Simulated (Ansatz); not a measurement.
The same path of FH + H5NOSi (10 atoms, charge 0, multiplicity 1) was run twice with different band settings. Lost on the way: Si1–O2, H6–F7. Made: Si1–F7, O2–H6.

Method: UKS PBE-D4/6-31G* (Ansatz).

Relaxed end points:

```xyz
10
Properties=species:S:1:pos:R:3
Si -0.354 0.259 -0.118
O 0.750 -0.856 0.579
H -0.559 -0.063 -1.564
H -1.547 0.086 0.753
N 0.122 1.919 -0.094
H -0.125 -2.303 0.383
F -0.814 -2.870 0.019
H 1.599 -0.918 0.098
H 0.692 2.319 -0.838
H 0.237 2.427 0.783
```

```xyz
10
Properties=species:S:1:pos:R:3
Si -1.155 0.171 -0.528
O 1.313 -1.010 1.382
H -1.840 0.591 -1.790
H -2.077 0.088 0.644
N 0.095 1.306 -0.212
H 0.741 -1.460 0.722
F -0.611 -1.374 -0.759
H 2.198 -1.062 0.971
H 0.620 1.693 -0.997
H 0.715 1.057 0.568
```

Common settings: movable images 5; climbing image yes; spring 5.0 eV/Å²; optimiser quadratic models (default); force threshold 0.05 eV/Å; iteration limit 60; end points relaxed.

| run | start path |
| --- | --- |
| 1 | through a guess of the saddle point |
| 2 | straight line |

Question: What does each run give, and how far can it be trusted?

Answer: Run 1: converged after 21 iterations, highest image 0.507 eV above the first end. A vibrational analysis at the climbing image gives one clearly imaginary mode, 480i cm⁻¹: a first-order saddle point.
Run 2: converged after 14 iterations, highest image 0.507 eV above the first end. Another band between the same ends (5 images) ends at a top of the same energy, where a vibrational analysis finds 1 clearly imaginary mode.
The orbitals were unrestricted but ended closed-shell.
